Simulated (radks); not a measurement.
Results of a calculation; reference values are marked as such.
Q: The krypton ion Kr12+, 24 electrons, occupied as [Ar] 3d6. Code: a radial shooting solver on a logarithmic mesh with Libxc functionals. Model: scalar-relativistic Kohn-Sham, SCAN, spin-polarised, spherical densities, finite nucleus; open shells are filled with parallel spins first; meta-GGA in the generalised Kohn-Sham scheme; Fermi nuclear charge, rms radius 4.1884 fm. Some entries of the table are withheld. Estimate them.

orbital  occ.  eigenvalue (Ry)  <1/r> (bohr^-1)
1s up       1        -1067.354            36.76
1s down     1        -1067.347            36.76
2s up       1        -162.4471            8.186
2s down     1        -161.8769            8.207
2p up       3              (1)            7.986
2p down     3              (2)            8.005
3s up       1        -41.75686            2.856
3s down     1        -40.98842            2.830
3p up       3        -36.47001              (3)
3p down     3        -35.68198              (4)
3d up       5        -28.01187            2.527
3d down     1        -27.11110            2.502

A: 
(1) 2p up eigenvalue (Ry): -146.2437
(2) 2p down eigenvalue (Ry): -145.8182
(3) 3p up <1/r> (bohr^-1): 2.726
(4) 3p down <1/r> (bohr^-1): 2.698
